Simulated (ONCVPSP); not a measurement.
# Configuration tests for Ca (ONCV)

ONCVPSP 4.0.1 input, shortened (lines: element, Z, core and valence counts, functional; n l f; lmax; l rc ep ncon nbas qcut; lloc lpopt rc5 dvloc0; l nproj debl; icmod fcfact rcfact), PBE, scalar-relativistic:

```
  Ca 20.00    3    4        4      upf
    1    0    2.00
    2    0    2.00
    2    1    6.00
    3    0    2.00
    3    1    6.00
    4    0    1.00
    4    1    1.00
    2
    0    1.95    0.00    3    8    6.30
    1    2.05    0.00    4    7    5.60
    2    1.70    0.39    5    9    5.40
    2    5    1.70    0.00
    0    2    2.80
    1    3    1.90
    2    0    3.00
    3    1.75    1.30
```

In the d channel the program set the typed energies aside and used -0.111 Ha.

Energies are relative to the spin-unpolarised reference configuration 3s2 3p6 4s1 4p1; without spin polarisation the order of configurations can differ from experiment.

(1) Give the all-electron excitation energy and the error of the potential for: 3s2 3p6 4s2 4p0; 3s2 3p6 4s1 4p0; 3s2 3p6 4s0 4p0; 3s1 3p6 4s2 4p0.

Note: ghosts flagged at negative energy: s at -401.2 eV; no localised positive-energy state flagged. A true bound ghost makes a file unfit for plane-wave use.

Answers

(1)

```tsv
valence configuration	charge	ΔE all-electron (eV)	error AE − PS (meV)
3s2 3p6 4s2 4p0	0	-2.422	-0.2
3s2 3p6 4s1 4p0	+1	3.888	-0.1
3s2 3p6 4s0 4p0	+2	15.708	-1.4
3s1 3p6 4s2 4p0	+1	51.808	-213
```
